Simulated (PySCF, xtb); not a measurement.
C2H7OSi, SMILES C[Si](C)O (connectivity only; charge and spin as stated), charge +1, multiplicity 1. One conformer was computed; it need not be the lowest.

Harmonic wavenumbers (cm⁻¹) from GFN2-xTB (xtb) at its own minimum, in rising order: 35, 46, 159, 221, 226, 401, 595, 681, 778, 806, 847, 847, 889, 1068, 1346, 1358, 1384, 1394, 1401, 1405, 2984, 2987, 2993, 3009, 3018, 3027, 3555.

**Question.** What does B3LYP-D3(BJ)/def2-SVP (PySCF 2.14.0) give at its own minimum? (Estimate from the structure and the level; the computed values follow.)

**Answer.** 24, 53, 210, 236, 279, 513, 638, 656, 690, 720, 806, 846, 875, 1055, 1275, 1278, 1390, 1391, 1403, 1409, 3019, 3025, 3102, 3108, 3151, 3156, 3818. Paired by order, the mean absolute difference is 57 cm⁻¹ and the zero-point energies are 53.6 and 54.5 kcal/mol.
